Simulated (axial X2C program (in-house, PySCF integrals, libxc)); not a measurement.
## Nuclear properties of WN⁺

Computed with an axial X2C code built on PySCF integrals: two-component X2C with atomic mean-field Coulomb and Gaunt terms, Gaussian nuclei, basis W dyall-cv3z, N dyall-av3z with contracted cores.

R = 1.626 Å (near the PBE0 minimum at charge 1 of the determinant lowest at the starting distance; the state shown can have its own minimum elsewhere).

Determinant lowest in the PBE0 search, Ω = 1 (⟨Sz⟩ = -0.99, ⟨Lz⟩ = 1.99 at PBE0), spin on the atoms W -1.15, N 0.15:

```csv
level,Eeff magnitude (GV/cm),Ws magnitude W (kHz),A∥/gI W (MHz),qzz W (a.u.),A∥/gI N (MHz),qzz N (a.u.)
PBE0,19.1,17.8,-8210,-6.55,-31.8,-0.85
HF,33,30.6,-6930,-5.78,-2.96,-1.08
r2SCAN,23.2,22.1,-8290,-7.00,-27.5,-0.82
TPSSh,18.2,16.8,-8170,-6.87,-32.2,-0.83
BHandHLYP,18.2,16.6,-8290,-6.07,-31.8,-0.95
```

Determinant 0.14 eV from it at PBE0 and this distance, Ω = 1 (⟨Sz⟩ = 1.00, ⟨Lz⟩ = 0.00 at PBE0), spin on the atoms W 1.22, N -0.23:

```json
{"level": "PBE0", "Eeff magnitude (GV/cm)": "13.3", "Ws magnitude W (kHz)": "12.5", "A∥/gI W (MHz)": "-3100", "qzz W (a.u.)": "-0.96", "A∥/gI N (MHz)": "-31.3", "qzz N (a.u.)": "-0.55"}
{"level": "HF", "Eeff magnitude (GV/cm)": "25.8", "Ws magnitude W (kHz)": "24.5", "A∥/gI W (MHz)": "-3380", "qzz W (a.u.)": "-1.31", "A∥/gI N (MHz)": "-229", "qzz N (a.u.)": "0.12"}
{"level": "r2SCAN", "Eeff magnitude (GV/cm)": "15.9", "Ws magnitude W (kHz)": "15.2", "A∥/gI W (MHz)": "-3350", "qzz W (a.u.)": "-1.12", "A∥/gI N (MHz)": "-57.5", "qzz N (a.u.)": "-0.46"}
{"level": "TPSSh", "Eeff magnitude (GV/cm)": "11.7", "Ws magnitude W (kHz)": "10.8", "A∥/gI W (MHz)": "-3040", "qzz W (a.u.)": "-1.37", "A∥/gI N (MHz)": "-30.9", "qzz N (a.u.)": "-0.53"}
{"level": "BHandHLYP", "Eeff magnitude (GV/cm)": "15.6", "Ws magnitude W (kHz)": "14.6", "A∥/gI W (MHz)": "-3260", "qzz W (a.u.)": "-0.20", "A∥/gI N (MHz)": "-32.9", "qzz N (a.u.)": "-0.61"}
```

Eeff is the effective electric field on the electron electric dipole moment in this Ω state and Ws the scalar–pseudoscalar constant of the nucleus named (defined with the proton number Z and per Ω); A∥ (defined per Ω) follows by multiplying with gI = μI/(I μN); qzz is the electric field gradient, eQq0 = 234.96 MHz × Q/barn × qzz. The operators were transformed with the bare-nucleus X2C matrices; with these basis sets, hyperfine constants and field gradients can be off by tens of per cent, and where levels differ in sign neither size nor sign is settled.

Q: With gI(183W) = 0.2356, Q(14N) = 0.02044 barn (g factors from the IAEA table of nuclear moments by Stone; Q from Pyykkö, Mol. Phys. 2018), turn the PBE0 values of the first state into constants in MHz.

A: A∥(183W) = -8210 × 0.2356 = -1930 MHz; eQq0(14N) = 234.96 × (0.02044) × (-0.85) = -4.08 MHz.

Each state is one determinant with collinear spin, which with several unpaired electrons need not be a pure state. Unrestricted Hartree–Fock can overshoot spin polarisation at the nuclei. With several open shells hyperfine constants can be off by a factor of several. Where Eeff spreads by more than a factor of two the levels disagree and none is to be relied on. Open-shell Ω = 0 determinants with evenly filled partner blocks cannot be reached by this program, so the Ω shown need not be the lowest component. At HF a later determinant lies lower. States lie within half an eV, so the first need not be the ground state. Further determinants of the search, some of them spin-mixed, are not shown. Where a field gradient or hyperfine factor spreads by more than a factor of two over the levels, a constant derived from it is not to be relied on. PBE0 term energies can be off by some tenths of an eV.
